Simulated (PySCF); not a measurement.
## UHF on Ar (argon, neutral)

Configuration: [Ar], closed-shell 1S. Calculation: PySCF 2.14, in x2c-SVPall (4s3p1d, 18 functions); scalar relativity by spin-free X2C-1e.

```
Total energy                        : -528.412033 hartree
One-electron energy                 : -730.6471 hartree
Hartree (Coulomb) energy            : 232.6021 hartree
Exchange energy                     : -30.3671 hartree
⟨S²⟩                                : 0.0000
⟨L²⟩                                : 0.000
Sum of ⟨r⟩                          : 15.92 bohr
Sum of ⟨r²⟩                         : 25.14 bohr²
Langevin diamagnetic susceptibility : -19.9 ×10⁻⁶ cm³/mol
Time after the integrals            : 0.03 s of wall time on 1 thread of Neoverse-V1 (shared host)
```

| shell | electrons | mean orbital energy (eV) | rms radius, mean of both spins (bohr) |
| --- | --- | --- | --- |
| 1s | 2 | -3238.6 | 0.0992 |
| 2s | 2 | -337.10 | 0.447 |
| 2p | 6 | -260.20 | 0.417 |
| 3s | 2 | -34.516 | 1.53 |
| 3p | 6 | -15.672 | 1.78 |

Densities and radii are taken from the X2C orbitals without a picture-change correction, which distorts them close to the nucleus.
